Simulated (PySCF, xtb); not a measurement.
C₄HCl₂F, SMILES C#CC(F)=C(Cl)Cl.

Harmonic wavenumbers (cm⁻¹) from GFN2-xTB (xtb) at its own minimum, in rising order: 93, 100, 190, 243, 246, 367, 388, 433, 492, 562, 652, 687, 839, 916, 1207, 1605, 2243, 3394.

**Question.** What does PySCF with ωB97X-D3(BJ)/def2-SVP give at its own minimum? (An estimate is asked for; the answer gives what the named calculation found.)

**Answer.** 104, 124, 234, 273, 286, 414, 438, 484, 628, 661, 723, 775, 964, 1041, 1330, 1750, 2273, 3481. Paired by order, the mean absolute difference is 74 cm⁻¹ and the zero-point energies are 21.0 and 22.9 kcal/mol.
